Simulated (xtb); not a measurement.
Al(H)2(NH2) (AlH₄N), SMILES [NH2][AlH2]. All values are semi-empirical tight-binding results from xtb (GFN2-xTB unless named), good for trends rather than for accurate numbers. Geometry optimised at GFN2-xTB.

Optimised geometry:

Bonded distances (Å): Al1–H2 1.541, Al1–H3 1.541, Al1–N4 1.775, N4–H5 1.015, N4–H6 1.015. Angles (°): H2–Al1–H3 116.6, H2–Al1–N4 121.7, H3–Al1–N4 121.7, Al1–N4–H5 126.9, Al1–N4–H6 126.9, H5–N4–H6 106.3.
Charge 0, spin multiplicity 1.

For metal compounds this method's bond lengths and energies can be far off.

```json
{
  "point_group_as_xtb_finds_it": "C2",
  "orbital_gap": "5.02 eV",
  "zero_point_energy": "22.2 kcal/mol",
  "G − E(el) at 298.15 K (modified RRHO)": "6.9 kcal/mol"
}
```

Computed atomic charges and the Wiberg bond orders between heavy atoms:
charges (e) Al1 0.34, H2 -0.14, H3 -0.14, N4 -0.41, H5 0.17, H6 0.17. Bond orders Al1–N4 1.36.
